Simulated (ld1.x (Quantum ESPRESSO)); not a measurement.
Configuration tests for lanthanum (La) (TM)

ld1.x (Quantum ESPRESSO) 7.5 input, shortened:

```
&input
   title='La', zed=57., rel=1, dft='PBESOL', iswitch=3,
   config='[Xe] 4f0 5d1 6s2 6p0'
 /
 &inputp
   pseudotype=2, tm=.true., lloc=2,
   nlcc=.false.
 /
4
5S  1  0   2.00   0.00  2.30  2.30  0.0
5P  2  1   6.00   0.00  2.40  2.40  0.0
4F  4  3   0.00   0.00  0.90  0.90  0.0
5D  3  2   1.00   0.00  3.20  3.20  0.0
 &test
   configts(1)='4f0 5s2 5p6 5d1 6s2 6p0'
 /
```

Occupied shells without a wave of their own: 6s. They enter only through the test configuration that unscreens the potential.

Energies are relative to the spin-unpolarised reference configuration 4f0 5s2 5p6 5d1 6s2 6p0; without spin polarisation the order of configurations can differ from experiment. Not all tests gave a result: 2 of 7 tests not solved or not reliable. Left out of the table: 4f0 5s1 5p6 5d1 6s2 6p0 (pseudo-atom not self-consistent, printed error -731 eV); 4f0 5s2 5p5 5d1 6s2 6p0 (pseudo-atom not self-consistent, printed error -572 eV).

```tsv
valence configuration	charge	ΔE all-electron (eV)	error AE − PS (meV)
4f0 5s2 5p6 5d1 6s0 6p0	+2	16.847	+1746
4f0 5s2 5p6 5d1 6s0 6p1	+1	8.982	+1561
4f0 5s2 5p6 5d0 6s2 6p1	0	2.327	+131
```

**Question.** What are ΔE and the potential's error for 4f0 5s2 5p6 5d1 6s1 6p0?

**Answer.** ΔE = 5.999 eV all-electron; the error (AE − PS) is +670 meV.

**Question.** What are ΔE and the potential's error for 4f0 5s2 5p6 5d0 6s0 6p0?

**Answer.** ΔE = 35.754 eV all-electron; the error (AE − PS) is +2494 meV.

Levels in the configuration 4f0 5s2 5p6 5d1 6s1 6p0:

```tsv
level	all-electron (eV)	pseudo (eV)
5s	-44.785	-44.378
5p	-28.217	-27.826
5d	-8.529	-8.234
6s	-8.372	-7.526
```

ld1.x printed “convergence not achieved” for 2 of the counted tests; their residual had stalled under 1e-8, short of the target of 1e-14. The 6s level has no wave, so the channel is fitted at the deeper level alone: the likely source of the large errors.

Note: ghost state, extra bound levels that the all-electron valence spectrum of the same l lacks: s at -507.4 eV. A true bound ghost makes a file unfit for plane-wave use. The potential misses its own reference levels by up to 0.5 eV.
